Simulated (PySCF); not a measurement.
A structure optimised at PBE-D3(BJ)/def2-SVP, used in a PySCF frequency run:

```
Ga
F 1 1.7591
F 1 1.7611 2 115.20
Se 1 2.3084 2 122.45 3 180.00
H 4 1.4872 1 89.09 2 180.00
```
Charge 0, spin multiplicity 1.

Question: Write its SMILES, formula and point group.

Answer: [F][Ga]([F])[SeH], F2GaHSe, Cs

Question: What are its rotational constants (standard atomic weights)?

Answer: 5.8686, 1.4778, 1.1805 GHz
